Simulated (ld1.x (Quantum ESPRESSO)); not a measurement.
## Which change was made? (P, TM)

* Element: phosphorus (P)
* Generator: ld1.x (Quantum ESPRESSO) 7.5
* Type: norm-conserving Troullier–Martins (Kleinman–Bylander form)
* Functional: PBE
* Relativity: scalar-relativistic
* Frozen core: [Ne]
* Valence charge: 5
* Reference configuration: 3s2 3p1.5 (charge +1.5)
* Partial waves: 3p (bound): rc 1.40 bohr; 3s (bound): rc 1.55 bohr
* Local potential: the s channel
* Core correction: Bessel-smoothed model core inside 0.85 bohr

Cutoffs, loose and tight: the cutoffs (Ry, on a coarse ladder) from which the occupation-weighted sum of valence levels, in a spherical-Bessel basis at the reference potential, stays within 10 and 1 mRy of its value at 400 Ry. They do not see the model core or the augmentation charge, which bear on the density cutoff. Test errors are all-electron minus pseudo excitation energies from the reference, over the configurations 3s2 3p3; 3s2 3p2; 3s2 3p1; 3s2 3p0; 3s1 3p4; 3s0 3p5; 3s2 3p2.5; variants that change the core or the reference have their own tests.

The base gives: outcome: generated; cutoff, loose: 40 Ry; cutoff, tight: 55 Ry; bound ghosts: none; largest test error (meV): +24.

**Question.** After one change the result is: outcome: generated; cutoff, loose: 80 Ry; cutoff, tight: 300 Ry; bound ghosts: none; largest test error (meV): +46. Which change was it?
A. wave 3s (bound): rc 1.55 bohr becomes 3s (bound): rc 2.30 bohr
B. wave 3s (bound): rc 1.55 bohr becomes 3s (bound): rc 1.22 bohr
C. wave 3s (bound): rc 1.55 bohr becomes 3s (bound): rc 1.84 bohr
D. wave 3s (bound): rc 1.55 bohr becomes 3s (bound): rc 1.04 bohr

**Answer.** D. The others give: wave 3s (bound): rc 1.55 bohr becomes 3s (bound): rc 1.22 bohr → outcome: generated; cutoff, loose: 50 Ry; cutoff, tight: 110 Ry; bound ghosts: none; largest test error (meV): +30 | wave 3s (bound): rc 1.55 bohr becomes 3s (bound): rc 2.30 bohr → outcome: generated; cutoff, loose: 21 Ry; cutoff, tight: 50 Ry; bound ghosts: none; largest test error (meV): +87 | wave 3s (bound): rc 1.55 bohr becomes 3s (bound): rc 1.84 bohr → outcome: generated; cutoff, loose: 35 Ry; cutoff, tight: 55 Ry; bound ghosts: none; largest test error (meV): +34.
